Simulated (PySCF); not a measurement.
## Excitation energy of W by level of theory

W [Xe] 4f14 5d4 6s2 (5D) → W [Xe] 4f14 5d5 6s1, s spin flipped, as a difference of total energies. Computed with PySCF 2.14 in aug-cc-pVTZ-PP with ECP60MDF (6s6p5d3f2g, 88 functions), with a scalar-relativistic core potential. Correlated levels: valence: 5s2 5p6 frozen. The calculations carry no spin-orbit coupling.

```tsv
method	excitation energy (cm⁻¹)
UHF	8576.0
LDA	9335.4
PBE	9309.3
PBE0	8841.3
r2SCAN	10512
BP86	9620.1
B2PLYP	9258.1
M06	6487.4
TPSSh	9966.8
MP2 (valence)	9684.2
SCS-MP2 (valence)	10915
```

Task: How much does correlation contribute at MP2 (valence)?

Result: 9684.2 − (8576.0) = 1108.2 cm⁻¹, measured against UHF.

The upper determinant mixes two multiplicities, so it lies between the two terms.
